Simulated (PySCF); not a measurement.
## Ne⁺: excitation energy

Ne⁺ [He] 2s2 2p5 (2P) → Ne⁺ [He] 2s1 2p6 (2S), as a difference of total energies. Calculation: PySCF 2.14, in def2-QZVPPD (8s5p4d2f1g, 66 functions); no relativity, point nucleus. Correlated levels: valence: 1s2 frozen. The calculations carry no spin-orbit coupling.

```csv
method,excitation energy (eV),error (eV)
UHF,29.548,+2.670
MP2 (valence),27.428,+0.550
SCS-MP2 (valence),27.287,+0.409
CCSD (valence),27.007,+0.129
CCSD(T) (valence),26.818,-0.060
```

Reference: 26.878 eV (measured; NIST levels, between the centres of gravity of the two terms).

Errors of the correlated levels include the incompleteness of this basis and the frozen core.
